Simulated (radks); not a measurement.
Valence configurations of La+ (all share [Xe]). All-electron calculation, Dirac Kohn-Sham, BLYP, spin-unpolarised, spherical densities, finite nucleus; open shells are shared between the two j in proportion to 2j + 1; Fermi nuclear charge, rms radius 4.855 fm. Program: a radial shooting solver on a logarithmic mesh with Libxc functionals. Energies are relative to 5d2; eigenvalues in eV.

| valence | E (eV) | e(4f5/2) | e(4f7/2) | e(5d3/2) | e(5d5/2) | e(6p1/2) |
|---|---|---|---|---|---|---|
| 5d2 | 0.000 | - | - | -7.215 | -7.027 | - |
| 4f1 5d1 | 0.972 | -3.691 | -3.474 | -6.202 | -6.052 | - |
| 4f1 6p1 | 2.935 | -6.224 | -5.996 | - | - | -5.753 |
| 6s2 | 0.100 | - | - | - | - | - |
| 5d1 6s1 | -0.221 | - | - | -8.486 | -8.276 | - |
| 4f1.5 5d0.5 | 2.486 | -2.655 | -2.470 | -6.034 | -5.895 | - |
| 4f1 6s1 | 0.147 | -5.221 | -4.995 | - | - | - |
| 4f1 5d0.5 6p0.5 | 1.847 | -4.909 | -4.686 | -7.130 | -6.967 | -5.244 |
| 5d1 6p1 | 2.777 | - | - | -9.313 | -9.094 | -6.063 |
| 6p2 | 6.675 | - | - | - | - | -7.050 |

NIST lists [Xe] 5d2 as the ground configuration; this level of theory puts 5d1 6s1 lower, by 0.221 eV. The energies are those of spherical spin-averaged densities, not of single terms.
